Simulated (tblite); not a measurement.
Compound: C7H5N2O (doublet state).
Geometry (GFN2-xTB, Å), atoms numbered from 1 in this order:
```
atom  x, y, z in Å
C1    -2.692    1.245   -0.253
C2    -1.309    0.949   -0.333
O3    -0.428    1.736   -0.646
N4    -1.004   -0.380   -0.011
C5     0.263   -0.918   -0.017
C6     0.491   -2.207    0.307
C7     1.346   -0.084   -0.376
C8     2.386    0.472   -0.654
C9     3.504    1.174   -0.979
N10    4.464    1.747   -1.246
H11   -3.424    0.512    0.032
H12   -3.019    2.241   -0.485
H13   -1.754   -1.003    0.251
H14   -0.314   -2.867    0.583
H15    1.485   -2.610    0.300
```

Level: GFN2-xTB in tblite, geometry and Hessian alike; calculated harmonic values, unscaled, isolated species. This tight-binding method is rough: wavenumbers can miss measured ones by several per cent, in bad cases by 10 to 20. One conformer, not necessarily the lowest. Open shells enter through the occupations alone, without spin polarisation, and single modes of such species can be off by tens of per cent.

Harmonic wavenumbers (cm⁻¹): 41.8, 66.7, 104.4, 125.9, 156.8, 202.9, 257.0, 325.3, 353.2, 359.6, 478.0, 483.9, 502.2, 533.8, 555.9, 597.5, 647.0, 652.3, 679.3, 705.7, 815.1, 889.5, 975.8, 1044.4, 1098.9, 1144.0, 1307.6, 1358.6, 1385.1, 1397.9, 1578.3, 1617.3, 2270.7, 2343.7, 3119.8, 3120.2, 3172.0, 3179.8, 3433.9.

A = 2311, B = 787.4, C = 587.3 MHz; mass 133.040 u (most abundant isotopes); point group Cs, symmetry number 1; spin multiplicity 2.

Question: What is the zero-point energy?

Answer: Half the sum of the wavenumbers: 21541 cm⁻¹ = 61.59 kcal/mol.

Question: What is S at 400 K and 1 bar for an ideal gas of classical rigid rotors and harmonic oscillators?

Answer: Translation 42.06, rotation 30.96, vibration 41.91, spin (R ln 2) 1.38: S = 116.3 cal/(mol K).

Question: And Cp and H(400 K) − H(0)?

Answer: Cp = 47.21 cal/(mol K), of which vibrations give 39.26 (their classical limit is 39 R = 77.5); H(400 K) − H(0) = 11.75 kcal/mol without the zero-point energy, 8.57 from vibrations.

Question: Blend soft modes into free rotors: weight 1/[1 + (100 cm⁻¹/ν̃)⁴] for the oscillator and the rest for a rotor with moment μB/(μ + B), μ = h/(8π²ν), B = 10⁻⁴⁴ kg m². What vibrational entropy results?

Answer: 38.51 cal/(mol K) in place of 41.91, which changes −T·S at 400 K by +1.36 kcal/mol.

Question: How do the functions run with temperature in this model?

Answer: 
```csv
T (K),S (cal/(mol K)),Cp (cal/(mol K)),H − H(0) (kcal/mol),G − H(0) (kcal/mol),ln q(vib)
150,81.6,25.0,2.46,-9.79,3.33
250,96.9,35.4,5.49,-18.74,6.16
298.15,103.5,39.7,7.31,-23.56,7.51
600,137.5,57.4,22.29,-60.23,15.46
900,162.7,66.6,41.00,-105.43,22.27
```

q(vib) and H(0) count from the zero-point level.

Hindered rotation and anharmonicity are outside this model. Other conformers, if any are populated, would add a mixing term that is left out.
